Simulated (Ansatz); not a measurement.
Basis sets compared for [WO3Br]- (WBrO3⁻). The state is a singlet with charge -1. Geometry B3LYP-D4/def2-SVPD. Ansatz on 4 threads of Arm Neoverse V1 on a shared host; times are rough, and most runs start from earlier orbitals.

```xyz
5

W    -0.147    0.043   -0.009
O    -1.142   -1.056    0.925
O    -0.328    1.666    0.626
O    -0.669    0.015   -1.681
Br    2.286   -0.668    0.140
```

In the def2 sets W takes a core potential; there is no spin–orbit coupling.

```csv
level,functions,energy (Eh),HOMO (eV),LUMO (eV),wall time
PBE-D4/def2-SVPD,145,-2866.2247,-2.25,2.31,1.6 s
PBE0-D4/def2-SVPD,145,-2866.2133,-3.83,2.96,2.2 s
```

(1) Estimate the rows for PBE-D4/def2-TZVPD, PBE0-D4/def2-TZVPD (with forces).

Answers

(1) 
| level | functions | energy (Eh) | HOMO (eV) | LUMO (eV) | wall time |
| --- | --- | --- | --- | --- | --- |
| PBE-D4/def2-TZVPD | 220 | -2866.8088 | -2.13 | 2.32 | 2.6 s |
| PBE0-D4/def2-TZVPD (with forces) | 220 | -2866.8021 | -3.69 | 2.86 | 5.5 s |
